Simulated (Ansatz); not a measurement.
The H–H spacing of H8 chain is stretched (multiplicity 1).
Geometry at rest (charge 0, multiplicity 1):
```tsv
atom	x (Å)	y (Å)	z (Å)
H	0.0000	0.0000	0.0000
H	0.0000	0.0000	0.9000
H	0.0000	0.0000	1.8000
H	0.0000	0.0000	2.7000
H	0.0000	0.0000	3.6000
H	0.0000	0.0000	4.5000
H	0.0000	0.0000	5.4000
H	0.0000	0.0000	6.3000
```

Codes used: Ansatz (a program for electronic structure) with Gaussian orbitals. 

FIC-MRCISD+Q on CASSCF(8,8)/cc-pVTZ, total energies (hartree):

| R (Å) | CASSCF | MRCISD | weight c² of the reference |
|---|---|---|---|
| 0.900 | -4.418009 | -4.517712 | 0.96339 |
| 1.800 | -4.116096 | -4.145634 | 0.98208 |
| 3.600 | -3.999030 | -3.999262 | 0.99985 |

Q: Add the Davidson correction (E_MRCISD − E_CASSCF)(1 − c²)/c² and give the energies above the first point at the three levels.

A: 
Corrections (hartree): -0.003789, -0.000539, 0.000000. Above the first point (kcal/mol):
- R = 1.800 Å: CASSCF 189.5, MRCISD 233.5, with the correction 235.5
- R = 3.600 Å: CASSCF 262.9, MRCISD 325.3, with the correction 327.7
